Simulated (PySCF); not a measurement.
Radial density of Mo²⁺ (molybdenum, charge +2)

UHF, [Kr] 4d4, high-spin 5D determinant. Calculation: PySCF 2.14, in aug-cc-pVDZ-PP with ECP28MDF (5s5p4d2f, 54 functions); a scalar-relativistic core potential. This is the valence pseudo-density: the core potential removes the inner electrons and smooths the orbitals near the nucleus.

| r (bohr) | 4πr²ρ (e/bohr) | 4πr²(ρα − ρβ) |
| --- | --- | --- |
| 0.0438 | 2.484e-05 | 0.0000 |
| 0.0737 | 7.430e-05 | 0.0000 |
| 0.124 | 0.0003804 | 0.0001 |
| 0.208 | 0.004448 | 0.0012 |
| 0.351 | 0.1031 | 0.0240 |
| 0.590 | 2.426 | 0.3568 |
| 0.992 | 10.73 | 2.0031 |
| 1.67 | 5.467 | 2.3292 |
| 2.81 | 0.6402 | 0.5492 |
| 4.72 | 0.01599 | 0.0159 |

Energies and moments cover only the electrons outside the core potential.
